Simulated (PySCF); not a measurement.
Ionisation energy of Cr(19+) by level of theory

Cr(19+) [He] 2s2 2p1 (2P) → Cr(20+) [He] 2s2 (1S), as a difference of total energies. Calculation: PySCF 2.14, in an even-tempered Gaussian basis (18 s from 3.4 bohr⁻², ratio 2.2; 11 p from 4.4 bohr⁻², ratio 2.2; 6 d from 20 bohr⁻², ratio 2.4; 5 f from 29 bohr⁻², ratio 2.4; 5 g from 44 bohr⁻², ratio 2.4); no relativity, point nucleus. Correlated levels: nothing frozen; virtual orbitals above 40 to 60 times the deepest correlated orbital energy dropped. The calculations carry no spin-orbit coupling.

| method | ionisation energy (eV) |
| --- | --- |
| UHF | 1485.6 |
| LDA | 1484.1 |
| PBE | 1486.6 |
| PBE0 | 1486.5 |
| r2SCAN | 1487.5 |
| BLYP | 1487.6 |
| PBEsol | 1484.9 |
| MP2 (all electrons) | 1485.2 |
| SCS-MP2 (all electrons) | 1484.9 |

A first-order spin-orbit estimate (lowest level to lowest level, LS coupling) adds 6.679 eV.

These non-relativistic numbers lack the scalar-relativistic shift.

For comparison: 1495.1 ± 0.7 eV (semi-empirical (NIST evaluation); NIST Atomic Spectra Database, ionization energies).
